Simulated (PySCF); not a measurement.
# I²⁵⁺ (iodine, charge +25): UHF calculation

Configuration: [Ar] 3d10, closed-shell 1S. Computed with PySCF 2.14 in an uncontracted even-tempered set (19 s from 3.1 bohr⁻², ratio 2.5; 13 p from 4.1 bohr⁻², ratio 2.5; 8 d from 4.1 bohr⁻², ratio 2.5; 4 f from 20 bohr⁻², ratio 2.7; 3 g from 30 bohr⁻², ratio 2.7), with the spin-free X2C one-electron Hamiltonian (Gaussian nucleus).

| Property | Result |
| --- | --- |
| Total energy | -6815.864542 hartree |
| One-electron energy | -8440.9754 hartree |
| Hartree (Coulomb) energy | 1780.0055 hartree |
| Exchange energy | -154.8946 hartree |
| ⟨S²⟩ | 0.0000 |
| ⟨L²⟩ | 0.000 |
| Sum of ⟨r⟩ | 6.137 bohr |
| Sum of ⟨r²⟩ | 1.888 bohr² |

| shell | electrons | mean orbital energy (eV) | rms radius, mean of both spins (bohr) |
| --- | --- | --- | --- |
| 1s | 2 | -34153.6 | 0.0311 |
| 2s | 2 | -6046.2 | 0.127 |
| 2p | 6 | -5508.4 | 0.113 |
| 3s | 2 | -1850.1 | 0.329 |
| 3p | 6 | -1671.1 | 0.328 |
| 3d | 10 | -1407.1 | 0.303 |

Densities and radii are taken from the X2C orbitals without a picture-change correction, which distorts them close to the nucleus.

Spin-orbit constants ζ (cm⁻¹) from the X2C one-electron operator on these orbitals: bare nucleus, nucleus screened by l(l+1)(2l+1)/3 electrons, and screened by the Breit-Pauli mean field of the electrons.

```json
{"shell": "2p", "bare": "1595000", "screened nucleus": "1534000", "mean field": "1509000"}
{"shell": "3p", "bare": "314500", "screened nucleus": "302600", "mean field": "297000"}
{"shell": "3d", "bare": "48700", "screened nucleus": "39510", "mean field": "38310"}
```
